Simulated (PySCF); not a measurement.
C₃H₈Cl₂OSi₂.
Atom-mapped SMILES: `[CH3:1][O:2][SiH2:3]/[CH:4]=[C:5](\[Cl:6])[SiH2:7][Cl:8]` (hydrogens: H9, H10, H11 on C1; H12, H13 on Si3; H14 on C4; H15, H16 on Si7)

Structure used (GFN2-xTB), in Å, numbered top down from 1:
```xyz
16
C3H8Cl2OSi2 angstrom
C     -3.4433   -0.3815   -0.3119
O     -2.0596   -0.4482   -0.1711
Si    -1.0257    0.7947   -0.0385
C      0.6034   -0.1226    0.1217
C      1.7749    0.4913    0.2160
Cl     1.7969    2.2300    0.1896
Si     3.4999   -0.2801    0.3527
Cl     4.4557   -0.0029   -1.3914
H     -3.9021    0.0492    0.5814
H     -3.8204   -1.3944   -0.4574
H     -3.7201    0.2328   -1.1719
H     -1.0686    1.6533   -1.2270
H     -1.3058    1.6106    1.1495
H      0.6123   -1.2028    0.1412
H      4.2418    0.3916    1.4135
H      3.3532   -1.7129    0.5924
```

Method: PySCF, TDDFT PBE0/def2-SVPD, vertical, gas phase, core orbitals frozen in the response.

Transition dipole moments from the ground state, in atomic units and in the frame of the coordinates above (overall signs are arbitrary), for the states with f of 0.002 or more among the lowest 8:

```json
{"state": "S2", "E (eV)": "5.820", "μx": "1.267", "μy": "0.220", "μz": "0.039"}
{"state": "S3", "E (eV)": "5.926", "μx": "-0.398", "μy": "-0.315", "μz": "-0.028"}
{"state": "S4", "E (eV)": "6.462", "μx": "0.123", "μy": "0.025", "μz": "-0.110"}
{"state": "S6", "E (eV)": "6.710", "μx": "-0.186", "μy": "0.066", "μz": "-0.024"}
{"state": "S7", "E (eV)": "6.752", "μx": "0.200", "μy": "-0.066", "μz": "-0.026"}
{"state": "S8", "E (eV)": "7.019", "μx": "-0.009", "μy": "-0.016", "μz": "-0.138"}
```

(1) What oscillator strength does each state have?

(2) What angle do the transition dipoles of S2 and S3 make?

(3) What peak molar absorption coefficient would the strongest computed level give as a lone Gaussian band 0.4 eV wide at half height?

Answers

(1) f = (2/3) ΔE |μ|² with ΔE in hartree (27.2114 eV).

```csv
state,|μ|² (au),|μ| (D),f
S2,1.656,3.27,0.236
S3,0.258,1.29,0.038
S4,0.028,0.42,0.004
S6,0.039,0.50,0.006
S7,0.045,0.54,0.007
S8,0.019,0.35,0.003
```

(2) |cos θ| = |μa·μb| / (|μa| |μb|) = 0.88, so θ ≈ 29° (taken between 0 and 90°, since the signs are arbitrary).

(3) ε(max) = 2.175×10⁸ f / FWHM, with the width in cm⁻¹. S2: 2.175×10⁸ × 0.2361 / 3226 ≈ 16000 L mol⁻¹ cm⁻¹.

The run took 96 s wall on one thread, Arm Neoverse N1 (aarch64), no GPU (shared host), and the process peaked at 1.1 GiB of memory.

One conformer stands for the species.
